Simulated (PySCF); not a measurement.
**Molecular orbitals of CaBe**

PBE at R = 3.608 Å; Ca 3-21G, Be 3-21G; no relativity (PySCF 2.14). State: ¹Σ⁺ (singlet), closed shell. Only the outer orbitals are listed, counted within each symmetry.

```json
{"orbital": "5σ", "occ.": "2", "ε (eV)": "-47.22", "on Ca (%)": "100", "main shells (%)": "100 Ca s"}
{"orbital": "2π", "occ.": "2", "ε (eV)": "-28.47", "on Ca (%)": "100", "main shells (%)": "100 Ca p"}
{"orbital": "2π", "occ.": "2", "ε (eV)": "-28.47", "on Ca (%)": "100", "main shells (%)": "100 Ca p"}
{"orbital": "6σ", "occ.": "2", "ε (eV)": "-28.44", "on Ca (%)": "100", "main shells (%)": "100 Ca p"}
{"orbital": "7σ", "occ.": "2", "ε (eV)": "-5.68", "on Ca (%)": "14", "main shells (%)": "84 Be s, 11 Ca s"}
{"orbital": "8σ", "occ.": "2", "ε (eV)": "-3.73", "on Ca (%)": "80", "main shells (%)": "78 Ca s, 12 Be s, 9 Be p"}
{"orbital": "9σ", "occ.": "0", "ε (eV)": "-2.13", "on Ca (%)": "41", "main shells (%)": "57 Be p, 34 Ca p"}
{"orbital": "3π", "occ.": "0", "ε (eV)": "-2.06", "on Ca (%)": "38", "main shells (%)": "62 Be p, 38 Ca p"}
{"orbital": "3π", "occ.": "0", "ε (eV)": "-2.06", "on Ca (%)": "38", "main shells (%)": "62 Be p, 38 Ca p"}
```

Question: Which are the highest filled and the lowest empty level, where do they sit, and how wide is the gap?

Answer: Highest filled 8σ at -3.73 eV (in %: 78 Ca s, 12 Be s, 9 Be p); lowest empty 9σ at -2.13 eV (in %: 57 Be p, 34 Ca p); the gap at PBE is 1.60 eV.

| Quantity | Value |
| --- | --- |
| bond order (Mayer) | 0.52 |
| ⟨S²⟩ | 0.000 |
| charge on Ca (Mulliken, basis-dependent) | 0.11 |
| charge on Ca (Löwdin, basis-dependent) | -0.02 |
| dipole moment (positive dipole means Ca(−)Be(+)) | -0.91 D |
| polarisability along the bond | 293.8 bohr³ |
| polarisability across the bond | 159.2 bohr³ |

Closed-shell solutions of metal pairs were not tested for spin polarisation, which can lower them a little. 3-21G is very small, so such numbers show the basis as much as the molecule.
